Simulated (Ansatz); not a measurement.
LiBH$_{3}$O$_{3}$ (charge +1), closed shell: a pair in one relaxed arrangement.

The input file, in.yaml:

```yaml
crystal:
  periodic: [false, false, false]
  atoms:
    - {symbol: Li, position_ang: [-0.797687, 0.547694, -1.963477]}
    - {symbol: O, position_ang: [-1.013076, 0.663244, -0.033760]}
    - {symbol: B, position_ang: [0.136131, -0.091026, 0.151610]}
    - {symbol: O, position_ang: [0.622505, -0.392690, -1.108957]}
    - {symbol: O, position_ang: [0.744947, -0.503848, 1.259413]}
    - {symbol: H, position_ang: [-1.512080, 0.979691, 0.722272]}
    - {symbol: H, position_ang: [1.426554, -0.918333, -1.152340]}
    - {symbol: H, position_ang: [0.392707, -0.284831, 2.125239]}
basis:
  gaussian: {orbitals: "def2-TZVPPD.json"}
total_charge: 1
hamiltonian: {xc: r2scan, dispersion: d4}
```

The basis file named in the input lies beside it (Basis Set Exchange, JSON).

Launched with

```bash
ansatz run in.yaml --threads 4 --pin off --events-out ev --progress --plain --max-ram 9574MiB
```

What Ansatz 0.2.0 printed:

```
Functional definition: r2SCAN
  name "r2SCAN"
  cite "Furness, Kaplan, Ning, Perdew & Sun, J. Phys. Chem. Lett. 11, 8208 (2020) doi:10.1021/acs.jpclett.0c02405"
  cite "Furness, Kaplan, Ning, Perdew & Sun, J. Phys. Chem. Lett. 11, 9248 (2020) doi:10.1021/acs.jpclett.0c03077"
  parent r2scan
  parameter k0 = 0.174
  parameter k1 = 0.065
  parameter a1 = 4.9479
  exchange = r2scan_x(k0 = k0, k1 = k1, a1 = a1)
  correlation = r2scan_c
1050 factors; their error is unknown
mean field evaluation 1: about -7046.4380 eV, gradient 1.3e2 eV
mean field evaluation 2: about -7002.1340 eV, gradient 1.9e2 eV
mean field evaluation 4: about -7070.4390 eV, gradient 4.3e0 eV
mean field evaluation 8: about -7070.4736 eV, gradient 1.5e-1 eV
mean field evaluation 16: about -7070.4664 eV, gradient 9.6e-5 eV
mean field -7070.46640738 eV, -259.8348479368 hartree, gradient 2.0e-5 eV, S^2 0.000000; 0 other end points of the search recorded, 0 dependent functions left out
reference -7070.46642722 eV, -259.8348486662 hartree; 17, 17 occupied and 213, 213 virtual orbitals, 1050 factors
Total energy: -7070.48937855 eV, -259.8356921119 hartree
```

The lines “mean field evaluation” count trial sets of orbitals through the whole run, from several starts and some on an approximate energy, so they need not fall steadily or lie above the final value.

The run took about 2.4 s on 4 CPU threads of an Arm Neoverse V2 (shared host).
